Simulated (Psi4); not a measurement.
C2H5O (SMILES [CH2]CO), doublet, at a GFN2-xTB geometry; PBE/6-311++G** run with Psi4.

The Psi4 input:
```
memory 2 GB

molecule mol {
0 2
  C     1.151376   -0.546785    0.072602
  C     0.092025    0.465004    0.178163
  O    -1.133681   -0.059709   -0.274132
  H    -1.817672    0.613151   -0.199341
  H    -0.001816    0.811153    1.228697
  H     0.365099    1.366238   -0.409592
  H     2.148396   -0.305058    0.377799
  H     0.915036   -1.517121   -0.309098
}

set basis 6-311++g**
set reference uks
set s_tolerance 1e-4
set s_orthogonalization canonical

energy('pbe')
print_variables()
```

What the program printed (banner, timings and long lists left out):

```
   => Loading Basis Set <=

    Name: 6-311++G**
    Role: ORBITAL
    Keyword: BASIS

         ---------------------------------------------------------
                                   SCF
               by Justin Turney, Rob Parrish, Andy Simmonett
                          and Daniel G. A. Smith
                              UKS Reference
         ---------------------------------------------------------

  ==> Geometry <==

    Molecular point group: c1
    Full point group: C1

    Geometry (in Angstrom), charge = 0, multiplicity = 2:

       Center              X                  Y                   Z               Mass
    ------------   -----------------  -----------------  -----------------  -----------------
         C            1.186697836443    -0.525457313432     0.087739120209    12.000000000000
         C            0.127346836443     0.486331686568     0.193300120209    12.000000000000
         O           -1.098359163557    -0.038381313432    -0.258994879791    15.994914619570
         H           -1.782350163557     0.634478686568    -0.184203879791     1.007825032230
         H            0.033505836443     0.832480686568     1.243834120209     1.007825032230
         H            0.400420836443     1.387565686568    -0.394454879791     1.007825032230
         H            2.183717836443    -0.283730313432     0.392936120209     1.007825032230
         H            0.950357836443    -1.495793313432    -0.293960879791     1.007825032230

  Running in c1 symmetry.

  Rotational constants: A =      1.38571  B =      0.33686  C =      0.28545 [cm^-1]
  Rotational constants: A =  41542.65508  B =  10098.92100  C =   8557.48262 [MHz]
  Nuclear repulsion =   75.436294394068824

  Charge       = 0
  Multiplicity = 2
  Electrons    = 25
  Nalpha       = 13
  Nbeta        = 12

  ==> Algorithm <==

  SCF Algorithm Type is DF.
  DIIS enabled.
  MOM disabled.
  Fractional occupation disabled.
  Guess Type is SAD.
  Energy threshold   = 1.00e-06
  Density threshold  = 1.00e-06
  Integral threshold = 1.00e-12

  ==> Primary Basis <==

  Basis Set: 6-311++G**
    Blend: 6-311++G**
    Number of shells: 55
    Number of basis functions: 101
    Number of Cartesian functions: 104
    Spherical Harmonics?: true
    Max angular momentum: 2

  ==> DFT Potential <==

   => LibXC <=

    Version 7.1.2
    S. Lehtola, C. Steigemann, M. J. T. Oliveira, and M. A. L. Marques,  SoftwareX 7, 1–5 (2018) (10.1016/j.softx.2017.11.002)

   => Composite Functional: PBE <=

    PBE GGA Exchange-Correlation Functional

    J.P. Perdew et. al., Phys. Rev. Lett., 77(18), 3865-3868, 1996

    Deriv               =              1
    GGA                 =           TRUE
    Meta                =          FALSE

    Exchange Hybrid     =          FALSE
    MP2 Hybrid          =          FALSE

   => Exchange Functionals <=

    1.0000     XC_GGA_X_PBE

   => Correlation Functionals <=

    1.0000     XC_GGA_C_PBE

   => LibXC Density Thresholds  <==

    XC_GGA_C_PBE:  1.00E-12
    XC_GGA_X_PBE:  1.00E-15

   => Molecular Quadrature <=

    Radial Scheme          =       TREUTLER
    Pruning Scheme         =           NONE
    Nuclear Scheme         =       TREUTLER

    Blocking Scheme        =         OCTREE
    BS radius alpha        =              1
    Pruning alpha          =              1
    Radial Points          =             75
    Spherical Points       =            302
    Total Points           =         174416
    Total Blocks           =           1348
    Max Points             =            256
    Max Functions          =            101
    Weights Tolerance      =       1.00E-15

   => Loading Basis Set <=

    Name: (6-311++G** AUX)
    Role: JKFIT
    Keyword: DF_BASIS_SCF

  ==> Integral Setup <==

  SCF_SUBTYPE=INCORE selected. In-core MEM_DF algorithm will be used.
  Using in-core AOs.

  ==> MemDFJK: Density-Fitted J/K Matrices <==

    J tasked:                   Yes
    K tasked:                    No
    wK tasked:                   No
    Algorithm:                 Core
    Schwarz Cutoff:           1E-12
    Mask sparsity (%):       0.1961
    Fitting Condition:        1E-10

   => Auxiliary Basis Set <=

  Basis Set: (6-311++G** AUX)
    Blend: AUG-CC-PVTZ-JKFIT
    Number of shells: 160
    Number of basis functions: 542
    Number of Cartesian functions: 668
    Spherical Harmonics?: true
    Max angular momentum: 4

    Using canonical orthogonalization.
  Minimum eigenvalue in the overlap matrix is 1.1911891640E-04.
  Reciprocal condition number of the overlap matrix is 1.0899918366E-05.

  ==> Pre-Iterations <==

  SCF Guess: Superposition of Atomic Densities via on-the-fly atomic UHF (no occupation information).

   -------------------------
    Irrep   Nso     Nmo
   -------------------------
     A        101     101
   -------------------------
    Total     101     101
   -------------------------

  ==> Iterations <==

                           Total Energy        Delta E     RMS |[F,P]|

   @DF-UKS iter SAD:  -153.65430246151021   -1.53654e+02   0.00000e+00
   @DF-UKS iter   1:  -153.77032956478610   -1.16027e-01   9.53561e-03 ADIIS/DIIS
   @DF-UKS iter   2:  -152.31339899754599    1.45693e+00   1.78429e-02 ADIIS/DIIS
   @DF-UKS iter   3:  -154.20769305406233   -1.89429e+00   1.63311e-03 ADIIS/DIIS
   @DF-UKS iter   4:  -154.21147836937675   -3.78532e-03   1.53289e-03 ADIIS/DIIS
   @DF-UKS iter   5:  -154.22078752960007   -9.30916e-03   2.93243e-04 ADIIS/DIIS
   @DF-UKS iter   6:  -154.22114873800018   -3.61208e-04   9.40620e-05 DIIS
   @DF-UKS iter   7:  -154.22118043967839   -3.17017e-05   4.59230e-05 DIIS
   @DF-UKS iter   8:  -154.22119100514732   -1.05655e-05   6.03708e-06 DIIS
   @DF-UKS iter   9:  -154.22119125743859   -2.52291e-07   1.78778e-06 DIIS
   @DF-UKS iter  10:  -154.22119127879910   -2.13605e-08   4.14459e-07 DIIS
  Energy and wave function converged.

  ==> Post-Iterations <==

   Electrons on quadrature grid:
      Nalpha   =   13.0000002653 ; deviation = 2.653e-07
      Nbeta    =   12.0000001052 ; deviation = 1.052e-07
      Ntotal   =   25.0000003704 ; deviation = 3.704e-07

   @Spin Contamination Metric:   3.441330481E-03
   @S^2 Expected:                7.500000000E-01
   @S^2 Observed:                7.534413305E-01
   @S   Expected:                5.000000000E-01
   @S   Observed:                5.000000000E-01

    Orbital Energies [Eh]
    ---------------------

    Alpha Occupied:

[...]
      13A     -0.169218

    Alpha Virtual:

[...]
     101A     49.509060

    Beta Occupied:

[...]
    Beta Virtual:

[...]
    Final Occupation by Irrep:
              A
    DOCC [    12 ]
    SOCC [     1 ]
    NA   [    13 ]
    NB   [    12 ]

  @DF-UKS Final Energy:  -154.22119127879910

   => Energetics <=

    Nuclear Repulsion Energy =             75.4362943940688240
    One-Electron Energy =                -358.2589943636213548
    Two-Electron Energy =                 149.7054470067410534
    DFT Exchange-Correlation Energy =     -21.1039383159876017
    Empirical Dispersion Energy =           0.0000000000000000
    VV10 Nonlocal Energy =                  0.0000000000000000
    Total Energy =                       -154.2211912787990968

  UHF NO Occupations:
  HONO-2 :   11  A 1.9997413
  HONO-1 :   12  A 1.9989610
  HONO-0 :   13  A 1.0000000
  LUNO+0 :   14  A 0.0010390
  LUNO+1 :   15  A 0.0002587
  LUNO+2 :   16  A 0.0002006
  LUNO+3 :   17  A 0.0001848

Computation Completed

Properties will be evaluated at   0.000000,   0.000000,   0.000000 [a0]

Properties computed using the SCF density matrix

 Multipole Moments:

 ------------------------------------------------------------------------------------
     Multipole            Electronic (a.u.)      Nuclear  (a.u.)        Total (a.u.)
 ------------------------------------------------------------------------------------

 L = 1.  Multiply by 2.5417464519 to convert [e a0] to [Debye]
 Dipole X            :         -1.6705949            1.6687168           -0.0018781
 Dipole Y            :         -0.3124392            1.0075966            0.6951574
 Dipole Z            :         -0.4800098            0.7151234            0.2351136
 Magnitude           :                                                    0.7338431

 ------------------------------------------------------------------------------------

  Variable Map:
  ----------------------------------------------------------------------------
[...]
  Array Variable Map:
  ----------------------------------------------------------------------------
[...]
[...]
```
